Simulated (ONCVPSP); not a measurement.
## manganese, ONCV: configuration errors across variants

ONCVPSP 4.0.1 input, shortened (lines: element, Z, core and valence counts, functional; n l f; lmax; l rc ep ncon nbas qcut; lloc lpopt rc5 dvloc0; l nproj debl; icmod fcfact rcfact), BLYP, scalar-relativistic:

```
  Mn 25.00    5    2  -106131      upf
    1    0    2.00
    2    0    2.00
    2    1    6.00
    3    0    2.00
    3    1    6.00
    3    2    5.00
    4    0    2.00
    2
    0    2.75    0.00    3    8    2.20
    1    2.30    0.11    4    9    2.90
    2    1.80    0.00    5    9    7.70
    2    5    1.80    0.00
    0    2    1.50
    1    2    2.30
    2    0    0.50
    3    3.75    1.30
```

All-electron excitation energies from the reference (eV): (1) 3d5 4s1 8.401; (2) 3d5 4s0 24.169; (3) 3d4 4s0 56.689; (4) 3d5 4s0 4p1 13.176.

A true bound ghost makes a file unfit for plane-wave use even where its test errors are small: the radial tests pick states by their node count and pass the ghost by.

Errors AE − PS in meV (a dash: test not solved or not reliable):

```
     change   (1)   (2)   (3)   (4)  bound ghosts  GHOST(+) flags above zero
       base  -1.6   -30  -482   -29             s                          p
s: qcut 1.4  -2.7   -60  -710   -53             s                          p
s: qcut 1.7  -2.5   -52  -653   -47             s                          p
  s: qcut 2  -2.0   -39  -561   -37             s                          p
s: qcut 2.8  -0.2  -7.6  -294   -12             s                          p
s: qcut 3.3  +0.3  +2.7  -192  -4.6             s                          p
```

Q: Give the same row for: s: qcut 2.6.

A: -0.5, -14, -348, -17; bound ghosts: s; GHOST(+) flags above zero: p.
